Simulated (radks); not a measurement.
All-electron atom: the ytterbium ion Yb+ in [Xe] 4f14 7s1 (not the ground configuration). All-electron calculation, scalar-relativistic Kohn-Sham, r2SCAN, spin-polarised, spherical densities, finite nucleus; open shells are filled with parallel spins first (spin-orbit coupling, left out, can overturn this in heavy ions); meta-GGA in the generalised Kohn-Sham scheme; Fermi nuclear charge, rms radius 5.3108 fm. Program: a radial shooting solver on a logarithmic mesh with Libxc functionals.

Radial electron density D(r) = 4 pi r^2 rho(r):

r (bohr)  D(r) (e/bohr)  spin D(r)
0.001382          9.961   0.000129
0.001635          12.83   0.000165
0.001934          16.43   0.000210
0.002269          20.63   0.000262
0.002684          25.97   0.000327
0.00315           32.02   0.000398
0.003727          39.41   0.000481
0.004373          47.37   0.000566
0.005173          56.50   0.000655
0.00612           66.05   0.000734
0.007181          74.99   0.000788
0.008495          83.46   0.000806
0.009969          89.82   0.000771
0.01179           93.90   0.000664
0.01395           94.78   0.000485
0.01637           92.78   0.000264
0.01937           88.78  0.0000284
0.02273           85.10  -0.000122
0.02688           84.07  -0.000100
0.0318            88.32   0.000188
0.03732           97.84   0.000706
0.04415           111.3    0.00135
0.0518            122.6    0.00176
0.06128           127.0    0.00166
0.07191           121.6   0.000971
0.08507           108.9  0.0000621
0.1006            98.10  -0.000180
0.1181            97.47   0.000743
0.1397            106.6    0.00226
0.1639            114.3    0.00248
0.1939            108.4   0.000173
0.2294            86.85   -0.00327
0.2692            64.42   -0.00447
0.3185            54.25   -0.00259
0.3737            58.81   -0.00148
0.4421            65.45   -0.00493
0.5188            62.11   -0.00942
0.6137            48.53   -0.00675
0.726             33.19    0.00567
0.8519            22.88     0.0173
1.008             16.89     0.0171
1.183             13.27    0.00560
1.399             9.692   -0.00279
1.655             6.168    0.00992
1.942             3.430     0.0410
2.297             1.565     0.0715
2.696            0.6400     0.0743
3.189            0.2113     0.0436
3.772           0.04807    0.00642
4.427           0.01662    0.00645
5.237           0.06925     0.0666
6.146            0.1535      0.153
7.27             0.2012      0.201
8.531            0.1651      0.165
10.09           0.08397     0.0840
11.94           0.02576     0.0258
14.01          0.005078    0.00508
16.57         0.0005310   0.000531

D(r) has 5 maxima, at r = 0.0134, 0.0608, 0.169, 0.456, 7.33 bohr, and minima at 0.0258, 0.110, 0.324, 4.32 bohr, inside which lie 1.92, 11.09, 29.74, 68.10 electrons.
